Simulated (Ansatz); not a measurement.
`C=N[SiH2]O[SiH3]` + `B[AsH2]` → `B[SiH2]N=C` + `[SiH3]O[AsH2]`  (redistribution)

Program: Ansatz. Geometries: PBE0-D4/def2-TZVP. ΔE: electronic, gas phase. CCSD(T)/CBS is the MP2 limit (def2-TZVPP, def2-QZVPP) plus CCSD(T) − MP2 in def2-TZVPP, frozen cores. Functionals use def2-TZVPP. For As outer-core shells are correlated without core-valence functions, which leaves a few kJ/mol of doubt a bond. Scalar relativity is left out up to krypton. Each species was taken in one conformer, which may not be the lowest.

`C=N[SiH2]O[SiH3]`:

Cartesian coordinates in Å:
```
C 0.835 1.782 1.310
N 1.063 1.776 0.074
Si 0.374 0.715 -1.102
O -0.682 -0.363 -0.469
Si -0.983 -1.911 -0.043
H 1.335 2.507 1.962
H 0.144 1.088 1.813
H -0.349 1.561 -2.077
H 1.498 -0.010 -1.743
H -1.202 -1.976 1.425
H -2.201 -2.389 -0.743
H 0.168 -2.780 -0.406
```

`B[AsH2]`:

Z-matrix (Å, degrees):
```
B
As 1 1.979
H 1 1.193 2 119.5
H 1 1.193 2 119.5 3 -170.9
H 2 1.512 1 100.6 3 -44.5
H 2 1.512 1 100.6 3 -144.6
```

`B[SiH2]N=C`:

Cartesian coordinates in Å:
```
B 0.394 -0.302 2.025
Si -0.365 0.549 0.376
N 0.620 0.267 -1.039
C 0.219 -0.321 -2.075
H -0.190 -0.177 3.062
H 1.410 -0.931 2.031
H -0.408 2.025 0.587
H -1.775 0.074 0.167
H 0.897 -0.474 -2.923
H -0.803 -0.711 -2.210
```

`[SiH3]O[AsH2]`:

Cartesian coordinates in Å:
```
Si 0.283 1.274 0.261
O -0.496 -0.173 0.207
As 0.106 -1.659 -0.605
H 0.541 1.797 -1.109
H 1.589 1.155 0.965
H -0.600 2.210 0.997
H -0.201 -2.599 0.561
H -1.222 -2.006 -1.277
```

```tsv
level	ΔE (kcal/mol)
B97M-V	45.0
MP2/def2-SVP	48.3
CCSD(T)/def2-SVP	46.0
SCS-MP2/def2-QZVPP	48.0
```

Problem. What does CCSD(T)/CBS give? (An estimate is asked.)

Solution. The calculation gave: +48.4 kcal/mol. The listed levels differ from it by -3.4, -0.1, -2.4, -0.4 kcal/mol.

Largest T1 diagnostic among the species: 0.014.

From r2SCAN to r2SCAN0 (25 % exact exchange), in def2-TZVPP and without D4, ΔE moves by +1.5 kcal/mol. At CCSD(T), def2-SVP lies −2.4 kcal/mol from the extrapolated value and def2-TZVPP −1.0 kcal/mol.
